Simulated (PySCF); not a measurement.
Ligand exchange on a metal centre used in film growth or etching (Cd NH2-Br). All species are isolated molecules in the gas phase. One relaxed conformer stands for each flexible species; it need not be the lowest.

The LUMO from two functionals at the same geometries (PBE-D3(BJ)/def2-SVP), both in PySCF: PBE-D3(BJ)/def2-TZVP and B3LYP-D3(BJ)/def2-TZVP. B3LYP has the VWN-RPA correlation part, as in Gaussian. 

```tsv
species	B3LYP-D3(BJ)/def2-TZVP (eV)
0 of 2 NH2 replaced by Br ([Cd(NH2)2])	-1.03
1 of 2 NH2 replaced by Br ([Cd(NH2)(Br)])	-1.87
2 of 2 NH2 replaced by Br ([Cd(Br)2])	-2.71
```

Problem. What does PBE-D3(BJ)/def2-TZVP give for each?

Solution. 
- 0 of 2 NH2 replaced by Br ([Cd(NH2)2]): -1.50
- 1 of 2 NH2 replaced by Br ([Cd(NH2)(Br)]): -2.39
- 2 of 2 NH2 replaced by Br ([Cd(Br)2]): -3.25
Over these rows, drawn at random from the members with no instability flagged (it was tested for open shells, ions and some series alone), PBE minus B3LYP-D3(BJ): mean -0.51 eV, from -0.53 eV to -0.47 eV.
